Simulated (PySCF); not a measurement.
[C7H6]-: g tensor and hyperfine couplings

Compound: C7H6 (charge -1 and doublet state).
Numbering: `[CH:1]1[CH:2]=[C:3]2[CH2:4][C:5]2=[CH:6][CH-:7]1` (hydrogens: H8 on C1; H9 on C2; H10, H11 on C4; H12 on C6; H13 on C7)

Theory: UKS B3LYP, IGLO-III on C, pcH-1 on H, non-relativistic, mean-field spin-orbit, GIAO (PySCF). Geometry: PBE0-D3(BJ)/def2-SVP; no solvent, vibrations or thermal averaging. Whether the extra electron is bound in the gas phase wasn't checked; a finite basis holds it in any case. The geometry's basis has no diffuse functions, a weakness for an anion. No stability test was run, so a lower SCF solution isn't excluded.

| Property | Result |
| --- | --- |
| g1, g2, g3 | 2.00225, 2.00274, 2.00302 |
| g_iso | 2.00267 |
| Form of g | rhombic: the two nearest values differ by 36 % of g3 − g1 |
| ⟨S²⟩ | 0.7579 (exact 0.7500) |
| Total energy | -270.32261 Eh |
| Basis functions | 305 |

Isotropic coupling and dipolar principal values T1 to T3, in MHz:

| atom | isotope | a_iso | T1 | T2 | T3 | Mulliken spin population |
| --- | --- | --- | --- | --- | --- | --- |
| C1 | 13C | -8.3 | -5.2 | -3.5 | 8.7 | 0.03 |
| C2 | 13C | 35.0 | -31.5 | -30.5 | 62.0 | 0.48 |
| C3 | 13C | 1.0 | -4.9 | -3.0 | 7.9 | 0.03 |
| C4 | 13C | 116.5 | -3.0 | -2.1 | 5.1 | -0.05 |
| C5 | 13C | -7.0 | -3.1 | -1.4 | 4.4 | 0.00 |
| C6 | 13C | 34.2 | -31.0 | -30.0 | 61.0 | 0.47 |
| C7 | 13C | -5.0 | -7.2 | -5.7 | 12.9 | 0.06 |
| H8 | 1H | -4.5 | -2.8 | -1.6 | 4.4 | -0.01 |
| H9 | 1H | -27.8 | -16.9 | 1.8 | 15.1 | -0.03 |
| H10 | 1H | 25.4 | -2.4 | -1.4 | 3.8 | 0.05 |
| H11 | 1H | 7.1 | -2.0 | -1.4 | 3.4 | 0.01 |
| H12 | 1H | -27.9 | -16.7 | 1.9 | 14.8 | -0.03 |
| H13 | 1H | -6.4 | -3.7 | -1.6 | 5.3 | -0.01 |

The Mulliken spin populations are largest on C2 (+0.48) and C6 (+0.47).

The SMILES `[CH]1C=C2CC2=C[CH-]1` draws the unpaired electron on C1, whose computed spin population is only +0.03.

Axes: g3 points within 4° of the C6–H12 bond.

Under fast tumbling the dipolar parts average out, and these isotropic splittings remain: 2 × 1H (H9/H12, I = 1/2, 3 lines) with 0.99 mT, 2 × 1H (H10/H11, I = 1/2, 3 lines) with 0.58 mT and 2 × 1H (H8/H13, I = 1/2, 3 lines) with 0.20 mT.

Nuclei that the bonding pattern makes equivalent are averaged, as if the motion that swaps them (rotation, inversion, ring flip) were fast. The 1H value of +16.2 MHz is a mean of couplings from 7.1 to 25.4 MHz in this one geometry, not an average over conformers.

The 13C coupling of C4 (116.5 MHz) shows only in satellite lines or after enrichment, since that isotope makes up about 1.07 % of natural carbon.

Time: 62 s wall. Hardware: an x86-64 server with one thread, shared host.
